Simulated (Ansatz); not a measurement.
Compare A (`[BH2][Al]([CH3])[CH3]`) with its isomer B (`CB[CH2][AlH2]`).

Isolated molecules relaxed with PBE0-D4/def2-TZVP in Ansatz; ΔE leaves out vibrations. CCSD(T)/CBS adds triple-zeta CCSD(T) − MP2 to the extrapolated MP2 energy (def2 sets, frozen cores). DFT in def2-TZVPP. One conformer a species, not always the lowest.

(1) Which isomer does CCSD(T)/CBS put lower? Give the gap. (Best estimate.)

(2) Give E(B) − E(A) in kcal/mol with CCSD(T)/def2-TZVPP, r2SCAN-D4, MP2/def2-TZVPP, LDA (SPW92), B2PLYP, PBE-D4, BLYP-D4. (Estimate.)

(3) Does the order hold for the free energy at 298.15 K (harmonic terms from PBE0-D4)? (Estimate.)

Largest T1 diagnostic: 0.011.

Results:

(1) The calculation gave: B, by 18.3 kcal/mol.

(2) Ansatz gave: CCSD(T)/def2-TZVPP -18.4, r2SCAN-D4 -19.5, MP2/def2-TZVPP -20.1, LDA (SPW92) -22.4, B2PLYP -18.7, PBE-D4 -18.9, BLYP-D4 -18.8. None reverses the order clearly.

(3) Computed: Yes: G(B) − G(A) = -17.9 kcal/mol, for one conformer each. Modes under 60 cm⁻¹, often nearly free rotors, make the harmonic entropy too high.

Leaving LDA and LC-ωPBE aside and taking each functional with its dispersion term where it has one, the values, not all of them listed here, spread over 5.7 kcal/mol, from B97M-V to B2PLYP. LDA lies −4.1 kcal/mol from PBE without D4. At CCSD(T), def2-SVP lies −3.2 kcal/mol from the extrapolated value and def2-TZVPP −0.1 kcal/mol.
